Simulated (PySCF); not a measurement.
C3H3BFNO, SMILES C(#N)[C@@H]1COB1F. Coordinates come from a PBE-D3(BJ)/def2-SVP optimisation. The structure was generated by enumeration; whether it is a known compound was not checked.

These are PBE-D3(BJ)/def2-SVP run with PySCF values and carry that method's errors.

Harmonic wavenumbers (cm⁻¹): 110, 126, 231, 356, 420, 518, 606, 612, 777, 850, 921, 995, 1056, 1064, 1140, 1149, 1246, 1326, 1426, 1520, 2289, 3009, 3025, 3087. Rotational constants (GHz): 4.449, 2.089, 1.543; symmetry number 1.

**Question.** Work out the zero-point energy and the ideal-gas rigid-rotor harmonic-oscillator thermochemistry at 298.15 K and 1 atm.

**Answer.** ZPE = ½ Σ hcν = ½ × 27858 cm⁻¹ = 166.63 kJ/mol. H − E(el) = 185.62 kJ/mol. Entropy in J/(mol K): translation 166.04, rotation 115.09, vibration 52.80, total 333.93. G − E(el) = 86.06 kJ/mol. Cp = 98.56 J/(mol K). Modes under 150 cm⁻¹ make the vibrational entropy uncertain.
